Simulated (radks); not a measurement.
Coulomb parameter of the 4d shell of the zirconium ion Zr+ in the model configuration [Kr] 4d1.5 5s1.5, as a second difference U = [E(n + 0.5) + E(n - 0.5) - 2 E(n)] / (0.5)^2 with all orbitals relaxed. "Bare": the charge of the atom changes with n. "Screened": the 5s shell takes up the change at fixed total charge, which measures U(4d,4d) + U(5s,5s) - 2 U(4d,5s). Method: Dirac Kohn-Sham, PBE, spin-unpolarised, spherical densities, point nucleus; open shells are shared between the two j in proportion to 2j + 1; computed with a radial shooting solver on a logarithmic mesh with Libxc functionals.

start: configuration [Kr] 4d1.5 5s1.5; E - E(n) (eV) 0.000
bare +0.5: configuration [Kr] 4d2 5s1.5; E - E(n) (eV) -4.395
bare -0.5: configuration [Kr] 4d1 5s1.5; E - E(n) (eV) 6.692
screened +0.5: configuration [Kr] 4d2 5s1; E - E(n) (eV) -0.137
screened -0.5: configuration [Kr] 4d1 5s2; E - E(n) (eV) 0.388

U(bare) = 9.188 eV, U(screened by 5s) = 1.004 eV.
